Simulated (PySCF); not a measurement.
Gas-phase reaction: GeHCl + 2 GeCl4 = GeHCl3 + 2 GeCl3. Level: ωB97X-V/def2-TZVP†; standard pressure 1 bar.

Computed with PySCF and rigid-rotor harmonic-oscillator thermochemistry at 1 bar. † marks an energy on the PBE0/def2-TZVP geometry and frequencies. Open shells (unrestricted): GeCl3 (multiplicity 2); the rest are closed-shell singlets. Ge: all electrons, no relativistic terms. GeHCl, GeCl3: computed as isolated molecules; such fragments, hydroxides, amides, oligomers or adducts are transient or little studied in the gas. The harmonic model lacks anharmonicity and excited electronic states, which grow with temperature; levels with a mode under 35 cm⁻¹ are left out.

| T (K) | 1000/T (1/K) | log10 K |
|---|---|---|
| 1200 | 0.8333 | -2.68 |
| 1400 | 0.7143 | -2.02 |
| 1600 | 0.6250 | -1.53 |
| 1800 | 0.5556 | -1.15 |
| 2000 | 0.5000 | ? |
| 2500 | 0.4000 | -0.29 |

Problem. Fit log10 K = a + b·(1000/T) to the five rows, get the mean ΔH° and ΔS°, and predict log10 K at 2000 K.

Solution. Means: 1000/T = 0.6256, log10 K = -1.534. Sums of products about the means: Sxy = -0.58866, Sxx = 0.106803, so b = Sxy/Sxx = -5.51 and a = -1.534 − (-5.51)×0.6256 = 1.91.
ΔH° = −R ln 10 × 1000 K × b = −19.145 × (-5.51) = 105 kJ; ΔS° = R ln 10 × a = 37 J/K. The run's own values go from 106 kJ and 37 J/K at 1200 K to 105 kJ and 37 J/K at 2500 K.
Prediction at 2000 K: 1.91 + (-5.51)×0.5000 = -0.84. The computed value is -0.84, 0.00 from the line.
For scale, ΔH°(298 K) is 107 kJ at this level, 106 kJ at ωB97M-V/def2-TZVP†, and runs from 52 to 118 kJ over the 19 levels computed.
